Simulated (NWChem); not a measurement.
**A calculation on sulfur tetrafluoride (F4S)**

SMILES: FS(F)(F)F
```xyz
5

F      0.0000    -1.2424    -0.6398
S      0.0000     0.0000     0.3894
F      1.6855     0.0000     0.2936
F     -1.6855     0.0000     0.2936
F      0.0000     1.2424    -0.6398
```
Charge 0, spin multiplicity 1.

The numbers come from NWChem runs, not from measurements. The geometry was optimised at PBE/def2-SVP, a minimum by its harmonic frequencies.

Symmetry labels belong to the abelian group C2v used in the runs, with the axes of the coordinates shown; states degenerate in a higher group split over its labels.

List the lowest 3 singlet excitations that CIS/def2-SVP gives, with oscillator strengths.


| state | symmetry | energy (eV) | wavelength (nm) | f |
|---|---|---|---|---|
| 1 | b2 | 7.70 | 161 | 0.116 |
| 2 | a1 | 9.76 | 127 | 0.066 |
| 3 | b1 | 10.56 | 117 | 0.014 |
